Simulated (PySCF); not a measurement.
Z-matrix (Å, degrees):
```
Ge
H 1 1.5368
H 1 1.5368 2 109.47
H 1 1.5368 2 109.47 3 120.00
H 1 1.5368 2 109.47 4 120.00
```
Charge 0, multiplicity 1.

Problem. Predict the total energy, HOMO–LUMO gap and dipole moment from PBE0-D3(BJ)/def2-TZVP // PBE0-D3(BJ)/def2-SVP (PySCF).

Solution. 
| Item | Result |
|---|---|
| total energy | -2079.1199 Ha |
| HOMO–LUMO gap | 10.72 eV |
| dipole moment | 0.00 D |
